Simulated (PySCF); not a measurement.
Relaxation of doublet VH₄

These are results of UPBE0/[V def2-TZVP, H def2-TZVP], no relativity, density fitting, PySCF, not measurements. A (50,194) grid was used.

A hand-made tetrahedral start, of Td symmetry, held to at least that symmetry:

```xyz
5
charge 0 multiplicity 2, angstrom
V     0.0000    0.0000    0.0000
H     1.3554   -0.0001    0.9584
H    -1.3554    0.0000    0.9584
H     0.0000    1.3554   -0.9584
H     0.0000   -1.3554   -0.9585
```

What does it relax to?

It ends at Td with V–H 1.632 Å (×4); H–V–H 109.5° (×6). No frequency check is given, so it may be a saddle point. A symmetry-breaking gradient of 0.0016 Eh/bohr is left: the electronic state wants a lower symmetry.

How much energy is released, and in how many steps?

1.8 kJ/mol in 3 steps.

With open d or f shells other occupations or spin states may lie lower.
